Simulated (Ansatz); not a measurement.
Wavefunction ladder for `O[Si](O)(O)OB(F)F`

```xyz
11

O    -0.575   -1.680    1.314
Si   -0.467   -0.518    0.193
O    -1.541    0.598    0.673
O    -0.696   -1.046   -1.332
O     1.070    0.073    0.149
B     1.592    1.258   -0.183
F     0.822    2.286   -0.538
F     2.894    1.457   -0.164
H     0.001   -2.441    1.228
H    -1.548    1.433    0.204
H    -1.552   -1.420   -1.544
```

The species carries charge 0 and has multiplicity 1. The geometry is a stationary point of PBE0-D4/def2-TZVP. It is one conformer, not always the lowest. Frozen core, restricted reference, Ansatz 0.2.0.

| basis | HF (Eh) | MP2 corr. |
| --- | --- | --- |
| def2-SVP | -813.58682 | -1.26343 |
| def2-TZVPP | -814.37690 | -1.63987 |
| def2-QZVPP | -814.41168 | -1.78317 |

Estimate the CCSD correlation energy and the (T) correction in each basis where they were run (hartree).


```csv
basis,CCSD corr.,(T)
def2-SVP,-1.28752,-0.02506
```
